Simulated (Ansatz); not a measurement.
Bi2Te3⁻, relaxed as a doublet with UKS r2SCAN-D4/def2-SVPD in Ansatz, starting from the GFN2-xTB geometry. Force threshold 0.02 eV/Å.

In the def2 sets Bi, Te take a core potential; there is no spin–orbit coupling. The relaxation made no stability test and no search for a lower SCF solution. Another isomer (doublet) lies 0.19 eV lower at PBE0-D4/def2-TZVPD; other spin states weren't run for this one.

Start:

```xyz
5

Bi    1.090    0.852    0.611
Bi   -0.536   -0.992   -1.013
Te   -1.688    0.418    1.218
Te    0.356   -3.190    0.347
Te    0.778    2.912   -1.163
```

(1) Estimate the energy that the relaxation releases and the steps that it takes.

(2) Does the start keep its bonding and symmetry?

(3) Predict the relaxed structure.

## Answers

(1) 22.9 kJ/mol, in 5 steps; 48 s on 4 threads of Arm Neoverse V2 on a shared host. No frequencies were taken in this run, so the end may be a saddle point.

(2) By distances, no bond broke or formed. The bond that changes most is Bi1–Te3, from 2.88 to 2.93 Å (atoms count from 1). Point group C2 at the start, C2 at the end, both within 0.05 Å.

(3) 
Cartesian coordinates in Å:
```
Bi 0.987 1.083 0.610
Bi -0.634 -1.170 -0.865
Te -1.791 0.443 1.291
Te 0.434 -3.473 0.218
Te 1.003 3.118 -1.254
```
Bond lengths (bridged metal pairs left out): 4 × Bi–Te 2.76 to 2.93 Å.
